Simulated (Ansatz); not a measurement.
Cost and result for the atomization energy of C₃H₇Br, SMILES `CC(C)Br` (11 atoms, 10 bonds).

```xyz
11

C     0.837    0.960    0.229
C     0.251   -0.430    0.239
C    -1.159   -0.494   -0.295
Br    1.400   -1.624   -0.826
H     1.857    0.968    0.615
H     0.847    1.371   -0.782
H     0.225    1.614    0.858
H     0.305   -0.864    1.237
H    -1.808    0.134    0.324
H    -1.204   -0.123   -1.321
H    -1.549   -1.512   -0.279
```

Total charge 0; spin multiplicity 1. Correlated methods include outer-core shells of Br, which these sets cover unevenly. Scalar relativity is left out up to krypton. Geometry: relaxed with PBE0-D4/def2-TZVP. Program: Ansatz. All runs use 4 threads of an Arm Neoverse V1 on a shared host. Times are those of one run each, without the atoms' runs, and a repeat can differ threefold. Electronic energies, without spin–orbit coupling; frozen cores. CCSD(T)/CBS adds CCSD(T) − MP2 in def2-TZVPP to the MP2 limit, and its time is that of the two runs behind it. T1 = 0.008. With those shells the extrapolation isn't a true limit. B3LYP takes the VWN-RPA correlation (the form of Gaussian; ORCA's B3LYP/G). HSE06 is the plane-wave form, built on full-range PBE exchange.

CCSD(T)/CBS is a level of theory with its own doubt, some kJ/mol a heavy atom from the limit and from the frozen cores, so smaller differences don't rank the functionals.

| level | functions | wall time |
| --- | --- | --- |
| PBE-D4/def2-TZVPP (with forces) | 239 | 2.6 s |
| PBE0-D4/def2-TZVPP | 239 | 3 s |
| BHLYP-D4/def2-TZVPP | 239 | 3.2 s |
| HSE06-D4/def2-TZVPP | 239 | 3.4 s |
| B3LYP-D4/def2-TZVPP (with forces) | 239 | 4.7 s |
| r2SCAN-D4/def2-TZVPP (with forces) | 239 | 5.5 s |
| CCSD(T)/def2-SVP | 109 | 7.5 s |
| ωB97X-V/def2-TZVPP | 239 | 8 s |
| B97M-V/def2-TZVPP | 239 | 10 s |
| ωB97M-V/def2-TZVPP (with forces) | 239 | 12 s |
| MP2/def2-QZVPP | 470 | 27 s |
| CCSD(T)/def2-TZVPP | 239 | 3.1 min |
| CCSD(T)/CBS(def2) | – | 3.5 min |

(1) What atomization energy does each give, and how far from CCSD(T)/CBS? (Estimate.)

Answers

(1) Computed: 
```csv
level,atomization (kcal/mol),difference from CCSD(T)/CBS,per bond
PBE-D4/def2-TZVPP (with forces),994.6,15.1,1.5
PBE0-D4/def2-TZVPP,983.9,4.4,0.4
BHLYP-D4/def2-TZVPP,956.1,-23.4,-2.3
HSE06-D4/def2-TZVPP,984.5,5.0,0.5
B3LYP-D4/def2-TZVPP (with forces),977.1,-2.4,-0.2
r2SCAN-D4/def2-TZVPP (with forces),980.5,1.0,0.1
CCSD(T)/def2-SVP,938.3,-41.2,-4.1
ωB97X-V/def2-TZVPP,977.7,-1.8,-0.2
B97M-V/def2-TZVPP,978.2,-1.3,-0.1
ωB97M-V/def2-TZVPP (with forces),978.4,-1.1,-0.1
MP2/def2-QZVPP,979.9,0.4,0.0
CCSD(T)/def2-TZVPP,957.9,-21.6,-2.2
CCSD(T)/CBS(def2),979.5,0.0,0.0
```

In def2-TZVPP, CCSD(T) changes the Hartree–Fock value by +221.0 kcal/mol (the triples alone add +12.0 kcal/mol) and MP2 by +230.4 kcal/mol; breaking electron pairs costs correlation energy, which Hartree–Fock lacks. From r2SCAN to r2SCAN0 (25 % exact exchange), in def2-TZVPP and without D4, the atomization energy moves by −8.7 kcal/mol: exact exchange takes away binding that semilocal exchange gives to molecules. The D4 term adds +7.9 kcal/mol with B3LYP and +4.1 kcal/mol with PBE0; it sums over pairs of atoms, weighted by their polarisabilities, and B3LYP, whose exchange is more repulsive, gets the larger term.
